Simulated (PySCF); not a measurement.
## Correlation energy of Cl+ (chlorine, charge +1)

[Ne] 3s2 3p4, high-spin 3P determinant. Calculation: PySCF 2.14, in def2-SVP (4s3p1d, 18 functions); the non-relativistic Hamiltonian (point nucleus). Frozen: [Ne]; 6 electrons correlated.

MP2 pair energies summed by pair of shells (mhartree):

| pair | energy | share (%) |
| --- | --- | --- |
| 3p-3p | -43.37 | 48.8 |
| 3s-3p | -38.12 | 42.9 |
| 3s-3s | -7.45 | 8.4 |

Total MP2 correlation energy: -88.94 mhartree.

Same-spin part -21.72 and opposite-spin part -67.22 mhartree; SCS-MP2 scales them by 1/3 and 6/5 to -87.91 mhartree.

| level | correlation energy (mhartree) |
| --- | --- |
| CCSD | -108.09 |
| (T) | -1.04 |
| CCSD(T) | -109.13 |

Diagnostics: T1 = 0.0062, D1 = 0.0201, largest double amplitude 0.051.

Is a single reference adequate?

Yes: T1 lies below 0.03 and no double amplitude reaches 0.07.
